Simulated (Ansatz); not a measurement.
`CC(Cl)[CH2][AlH2]` + `CC#N` → `N#C[CH2][AlH2]` + `CC(C)Cl`  (formal exchange of groups at the Al–C bond)

Computed with Ansatz on PBE0-D4/def2-TZVP structures; ΔE is electronic, products minus reactants. CCSD(T)/CBS adds triple-zeta CCSD(T) − MP2 to the extrapolated MP2 energy (def2 sets, frozen cores). This one scheme is used for every species. Functionals use def2-TZVPP. Each species was taken in one conformer, which may not be the lowest.

| level | ΔE (kJ/mol) | difference from CCSD(T)/CBS |
| --- | --- | --- |
| PBE-D4 | -15.3 | -1.2 |
| BLYP-D4 | -14.3 | -0.2 |
| r2SCAN-D4 | -17.9 | -3.8 |
| PBE0-D4 | -15.5 | -1.4 |
| BHLYP-D4 | -15.1 | -1.0 |
| ωB97X-V | -14.7 | -0.6 |
| B2PLYP | -16.8 | -2.7 |
| PBE | -17.1 | -3.0 |
| PBE0 | -17.3 | -3.2 |
| r2SCANh | -18.4 | -4.3 |
| RPA@PBE/def2-TZVPP | -15.1 | -1.0 |
| MP2/def2-TZVPP | -16.1 | -2.0 |
| SCS-MP2/def2-TZVPP | -15.7 | -1.6 |
| CCSD/def2-TZVPP | -14.8 | -0.7 |
| HF/CBS(def2) | -18.0 | -3.9 |
| MP2/CBS(def2) | -15.5 | -1.4 |
| CCSD(T)/CBS | -14.1 | 0 |

Largest T1 diagnostic among the species: 0.013.

Leaving LDA and LC-ωPBE aside and taking each functional with its dispersion term where it has one, the values, not all of them listed here, spread over 3.8 kJ/mol, from r2SCAN-D4 to ωB97M-V.

CCSD(T)/CBS has its own doubt, a few kJ/mol and more with outer-core shells, so smaller differences from it don't rank the levels.
